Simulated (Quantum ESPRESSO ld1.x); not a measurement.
Species: the praseodymium ion Pr52+. Configuration: [He] 2s2 2p3.

Calculated with ld1.x of Quantum ESPRESSO 7.5: Dirac Kohn-Sham, relativistic LDA (MacDonald-Vosko exchange, VWN5 correlation), spin-unpolarised, spherical densities, point nucleus; open shells are shared between the two j in proportion to 2j + 1.

Energy parts (eV):
part                   energy
total                 -153521
kinetic                168317
electron-nucleus      -329478
Hartree                  9248
exchange-correlation    -1608

Orbitals (lengths in bohr, moments of r in powers of bohr; r(90%) holds 90 % of the orbital's charge):
| orbital | occ. | eigenvalue (eV) | r(90%) | <r^4> |
|---|---|---|---|---|
| 1s1/2 | 2 | -46221.6 | 0.0435 | 1.646e-06 |
| 2s1/2 | 2 | -10786.0 | 0.153 | 0.0002278 |
| 2p1/2 | 1 | -10563.6 | 0.135 | 0.0001368 |
| 2p3/2 | 2 | -10038.6 | 0.142 | 0.0001690 |

The highest occupied level is 2p3/2 at -10038.6 eV. For comparison, the ionisation energy in NIST's Atomic Spectra Database is 10175 eV (theoretical). In exact Kohn-Sham theory the highest level is minus the ionisation energy, but local and semilocal functionals leave it too shallow, through self-interaction and a potential that decays too fast; potentials with the right tail come closer.

Beside tabulated values, note that spin-unpolarised runs miss the spin-polarisation part of the exchange energy of open shells.
